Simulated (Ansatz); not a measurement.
`O[SiH](S)[SnH3]` and `N[SiH](O)S` differ in one atom or group.

Ansatz, PBE0-D4/def2-TZVP geometries, multiplicity 1. Each molecule was computed in one conformer, which needn't be the lowest.

Elements past krypton have def2 core potentials.

| property | `O[SiH](S)[SnH3]` |
| --- | --- |
| LUMO energy (PBE/def2-TZVPP) / eV | -1.19 |
| HOMO energy (PBE0/def2-TZVPP) / eV | -7.35 |
| LUMO energy (PBE0/def2-TZVPP) / eV | -0.40 |
| HOMO energy (B3LYP/def2-TZVPP) / eV | -7.14 |
| LUMO energy (B3LYP/def2-TZVPP) / eV | -0.61 |
| size of the dipole moment (ωB97M-V/def2-TZVPP) / D | 1.67 |

(1) Give the same properties after the change, and the shifts. (An estimate is asked.)

Answers

(1) Ansatz gave: 
```json
{"property": "LUMO energy (PBE/def2-TZVPP) / eV", "`N[SiH](O)S`": "-0.44", "shift": "0.75"}
{"property": "HOMO energy (PBE0/def2-TZVPP) / eV", "`N[SiH](O)S`": "-7.39", "shift": "-0.04"}
{"property": "LUMO energy (PBE0/def2-TZVPP) / eV", "`N[SiH](O)S`": "0.47", "shift": "0.87"}
{"property": "HOMO energy (B3LYP/def2-TZVPP) / eV", "`N[SiH](O)S`": "-7.13", "shift": "0.01"}
{"property": "LUMO energy (B3LYP/def2-TZVPP) / eV", "`N[SiH](O)S`": "0.15", "shift": "0.76"}
{"property": "size of the dipole moment (ωB97M-V/def2-TZVPP) / D", "`N[SiH](O)S`": "1.07", "shift": "-0.60"}
```

The zero-point energy changes by 15.8 kJ/mol with -3 modes. Dipoles are sizes alone; their direction can turn.

Positive LUMOs are unbound, so they and the gaps depend on the basis.

B3LYP here is the variant with VWN-RPA as its local correlation; programs differ in this.
